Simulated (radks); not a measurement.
Values are calculated unless marked as measured or tabulated.
Tc III, configuration [Kr] 4d5. Code: a radial shooting solver on a logarithmic mesh with Libxc functionals. Model: Dirac Kohn-Sham, exchange-only PBE, spin-unpolarised, spherical densities, finite nucleus; open shells fill j = l - 1/2 first; Fermi nuclear charge, rms radius 4.4112 fm.

Normalised radial functions P(r) = r R(r) (large component), r in bohr:

r	4s1/2	4p1/2
0.001172	0.0425	0.0015
0.001763	0.0609	0.0026
0.002629	0.0856	0.0046
0.003954	0.1186	0.0087
0.005899	0.1581	0.0163
0.008871	0.2011	0.0312
0.01334	0.2342	0.0592
0.0199	0.2323	0.1074
0.02993	0.1577	0.1849
0.045	-0.0203	0.2844
0.06714	-0.2605	0.3579
0.101	-0.3987	0.3009
0.1506	-0.1815	0.0104
0.2265	0.3680	-0.4211
0.3406	0.5965	-0.5249
0.5081	-0.0573	0.0465
0.7641	-0.9724	0.8542
1.149	-1.0233	1.0165
1.714	-0.4472	0.5499
2.578	-0.0783	0.1371
3.846	-0.0046	0.0137
5.783	0.0000	0.0003

4s1/2: eigenvalue -88.323 eV, 3 radial nodes at r = 0.0434, 0.175, 0.496 bohr, <r> = 1.06 bohr, 90 % of the charge inside 1.54 bohr. 4p1/2: eigenvalue -62.340 eV, 2 radial nodes at r = 0.152, 0.497 bohr, <r> = 1.15 bohr, 90 % of the charge inside 1.71 bohr.
